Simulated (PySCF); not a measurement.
Deuteron quadrupole couplings in `CSc1ncns1`

C3H4N2S2.
Z-matrix (Å and degrees, GFN2-xTB geometry), rows numbered from 1:
```
C 
S   1  1.8153
C   2  1.7198  1   99.21
N   3  1.2999  2  125.23  1    -0.05
C   4  1.3433  3  109.12  2   180.00
N   5  1.3002  4  119.23  3     0.01
S   6  1.6354  5  109.88  4    -0.00
H   1  1.0849  2  106.62  3   179.96
H   1  1.0848  2  108.95  3    60.18
H   1  1.0848  2  108.90  3   -60.29
H   5  1.0744  4  120.02  3   179.99
```

Level: PBE0/pcSseg-1 (PySCF, non-relativistic); Q(2H) = 0.00286 b; rigid geometry, the same for H and D, with no vibrational averaging.

Q: What are Vzz, η and χzz (234.96 MHz × Q × Vzz) at all hydrogens?

A: 
| atom | bonded to | bond length (Å) | Vzz (au) | η | χzz (kHz) |
| --- | --- | --- | --- | --- | --- |
| H8 | C1 | 1.085 | 0.3159 | 0.06 | 212 |
| H9 | C1 | 1.085 | 0.3134 | 0.06 | 211 |
| H10 | C1 | 1.085 | 0.3134 | 0.06 | 211 |
| H11 | C5 | 1.074 | 0.3336 | 0.06 | 224 |

Q: Give the 2H NMR doublet splittings at H8 for a magnetic field along the z, y and x axes of the gradient: 3χ/2, 3χ(1 + η)/4, 3χ(1 − η)/4.

A: With |χ| = 212.3 kHz and η = 0.059: 318, 169 and 150 kHz, to first order and without motion.

Geometry: GFN2-xTB, one conformer, isolated molecule. GFN2-xTB bond lengths can be off by several hundredths of an ångström, more for odd bonds, and the gradients follow them. The basis is small and wasn't made for field gradients, so the couplings can be 20 % off.
